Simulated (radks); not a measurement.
Initial-state core-level shifts of the cadmium ion Cd2+ when its valence configuration changes from [Kr] 4d10. Calculated with a radial shooting solver on a logarithmic mesh with Libxc functionals: scalar-relativistic Kohn-Sham, PBE, spin-polarised, spherical densities, point nucleus; open shells are filled with parallel spins first (spin-orbit coupling, left out, can overturn this in heavy ions). Shifts are changes of the shell-averaged eigenvalues in eV (positive: less bound).

| valence | 1s | 2s | 2p | 3p |
|---|---|---|---|---|
| 4d8 5p2 | -14.439 | -15.100 | -15.055 | -14.756 |
| 4d9.5 5s0.5 | -2.816 | -2.973 | -2.964 | -2.900 |
| 4d9 5s1 | -5.711 | -6.039 | -6.021 | -5.877 |
| 4d9 5p1 | -7.136 | -7.430 | -7.410 | -7.291 |
| 4d8 5s2 | -11.858 | -12.557 | -12.521 | -12.171 |
| 4d9.5 5p0.5 | -3.545 | -3.683 | -3.673 | -3.622 |
| 4d8 5s0.5 5p1.5 | -13.770 | -14.444 | -14.401 | -14.089 |
